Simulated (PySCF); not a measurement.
C6H11O, SMILES CCCCC[C]=O, doublet, GFN2-xTB optimised geometry.

```
18

C     -0.25     2.48    -1.18
C      0.27     1.04    -1.19
C     -0.26     0.24     0.00
C      0.24    -1.20     0.00
C     -0.26    -1.96     1.22
C      0.21    -1.36     2.50
O     -0.16    -1.48     3.63
H      0.07     2.99    -0.27
H      0.14     3.03    -2.03
H     -1.33     2.50    -1.22
H     -0.04     0.55    -2.12
H      1.36     1.05    -1.16
H     -1.36     0.25    -0.02
H      0.05     0.72     0.93
H      1.33    -1.20     0.00
H     -0.09    -1.71    -0.91
H     -1.36    -2.00     1.23
H      0.11    -2.99     1.21
```

Density from unrestricted PBE0/def2-SVP (PySCF) at that geometry.

Minimum of the electron density along straight lines between bonded atoms, close to the bond critical point (lines longer than 1.1 times the sum of covalent radii, or with two minima, are not listed):

| bond | length / Å | ρ at the minimum / e bohr⁻³ | ∇²ρ there / e bohr⁻⁵ | position (fraction from the first atom) |
|---|---|---|---|---|
| C1–C2 | 1.524 | 0.244 | -0.56 | 0.50 |
| C2–C3 | 1.526 | 0.244 | -0.56 | 0.50 |
| C3–C4 | 1.527 | 0.244 | -0.56 | 0.50 |
| C4–C5 | 1.528 | 0.243 | -0.55 | 0.49 |
| C5–C6 | 1.486 | 0.257 | -0.60 | 0.48 |
| C6–O7 | 1.191 | 0.417 | 0.86 | 0.33 |
| C1–H8 | 1.088 | 0.276 | -1.01 | 0.62 |
| C1–H9 | 1.087 | 0.276 | -1.01 | 0.62 |
| C1–H10 | 1.088 | 0.276 | -1.00 | 0.62 |
| C2–H11 | 1.093 | 0.275 | -0.99 | 0.62 |
| C2–H12 | 1.092 | 0.276 | -0.99 | 0.62 |
| C3–H13 | 1.093 | 0.275 | -0.99 | 0.62 |
| C3–H14 | 1.093 | 0.275 | -1.00 | 0.62 |
| C4–H15 | 1.092 | 0.277 | -1.01 | 0.62 |
| C4–H16 | 1.092 | 0.276 | -1.00 | 0.62 |
| C5–H17 | 1.097 | 0.271 | -0.98 | 0.63 |
| C5–H18 | 1.094 | 0.271 | -0.99 | 0.63 |
